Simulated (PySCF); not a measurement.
InOCl + HBr → InOBr + HCl

Level: PBE0 in the def2-TZVP basis family, computed in PySCF with density fitting; scalar-relativistic core potentials for atoms from Rb on, none lighter, no spin–orbit coupling; open shells unrestricted.

```tsv
species	state and structure	ZPE (kJ/mol)	H(298 K) − H(0) (kJ/mol)	S° (J/(mol K))
InOCl	singlet, C∞v, In–Cl 2.267 Å, In–O 1.825 Å; Cl–In–O 180.0°	8.7	13.3	276.8
HBr	singlet, C∞v, H–Br 1.421 Å	16.0	8.7	198.5
InOBr	singlet, C∞v, In–Br 2.405 Å, In–O 1.827 Å; Br–In–O 180.0°	7.8	13.8	288.4
HCl	singlet, C∞v, H–Cl 1.279 Å	17.9	8.7	186.6
```

(1) Is the gas-phase reaction uphill or downhill in electronic energy at this level, and by how much?

(2) Add zero-point, thermal and entropy terms for 298.15 K and 1 bar.

Answers

(1) At PBE0/def2-TZVP, ΔE = -20.4 kJ/mol, downhill. 

(2) ΔZPE = 1.0 and Δ[H(298) − H(0)] = 0.5 kJ/mol give ΔH° = -18.9 kJ/mol. ΔS° = -0.3 J/(mol K), so ΔG° = -18.9 − 298.15 × (-0.0003) = -19 kJ/mol and log₁₀K = 3.3.

Each species is the lowest minimum found with this bonding; other isomers or fragments can lie lower.
